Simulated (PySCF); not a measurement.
C5H8O3Si.
Geometry (GFN2-xTB, Å), atoms numbered from 1 in this order:
```
atom  x, y, z in Å
C1    -1.4554    2.1811   -0.4270
O2    -0.5692    1.1246   -0.7429
C3    -0.2883    0.2687    0.2638
O4    -0.8454    0.4563    1.4728
C5    -0.3777   -0.5514    2.2596
C6     0.4546   -1.3503    1.5530
C7     0.5288   -0.8270    0.2288
Si8    1.4980   -1.4531   -1.2423
O9     1.2238   -0.4768   -2.5118
H10   -1.5647    2.7614   -1.3409
H11   -2.4281    1.7950   -0.1111
H12   -1.0468    2.8103    0.3682
H13   -0.7212   -0.5637    3.2735
H14    0.9695   -2.2187    1.9086
H15    1.0457   -2.7976   -1.6057
H16    2.9323   -1.4163   -0.9499
H17    0.6371    0.2695   -2.4064
```

NICS is the negative of the GIAO shielding at a point without a nucleus: at the ring centre (0) and 1 Å above and below it (1); zz is the component along the ring normal. Level: GIAO PBE0/pcSseg-1 (PySCF, non-relativistic, gas phase) on the GFN2-xTB geometry, one conformer.

Ring bond lengths (Å), with Mayer bond orders in brackets: C3–O4 1.344 (1.08), O4–C5 1.361 (1.01), C5–C6 1.353 (1.65), C6–C7 1.426 (1.22), C7–C3 1.367 (1.54).

What do the NICS probes read (ppm)?

| ring | type | NICS(0) | NICS(1), two faces | NICS(1)zz, two faces | rms pucker (Å) | centre to ring atoms, mean (Å) |
| --- | --- | --- | --- | --- | --- | --- |
| C3–O4–C5–C6–C7 | 5-membered ring with O; formal bonds all aromatic | -11.8 | -9.3 / -9.3 | -23.0 / -23.0 | 0.00 | 1.17 |

What do they say, and how far can they be read as aromaticity?

- C3–O4–C5–C6–C7: mean NICS(1)zz -23.0 ppm, shielded. For a flat ring without four-coordinate atoms the NICS criterion counts such a value as aromatic.

And the bond-length index? HOMA = 1 − mean of α(R − Ropt)² over the ring bonds, with Krygowski's 1993 parameters (CC: Ropt 1.388 Å, α 257.7 Å⁻²; CO: Ropt 1.265 Å, α 157.38 Å⁻²).

- C3–O4–C5–C6–C7: HOMA 0.35; the largest term is that of O4–C5, α(R − Ropt)² = 1.46.

How shielded are the nuclei of the rings and their hydrogens (means over atoms taken as equivalent)?

```
atoms                        environment  σ isotropic (ppm)  principal values of the symmetric part, first atom (ppm)
   C3     aromatic carbon bearing oxygen               15.1                                         -56.3, 41.6, 60.0
   O4                  furan-type oxygen               49.6                                         -73.9, 5.0, 217.8
   C5  aromatic CH next to a ring oxygen               49.5                                        -24.5, 65.8, 107.2
   C6                 aromatic CH carbon               65.6                                        -25.7, 64.4, 158.2
   C7        substituted aromatic carbon               96.5                                         45.9, 77.4, 166.3
  H13                  aromatic hydrogen              24.66                                          21.7, 25.3, 27.0
  H14                  aromatic hydrogen              25.28                                          23.2, 26.0, 26.6
```
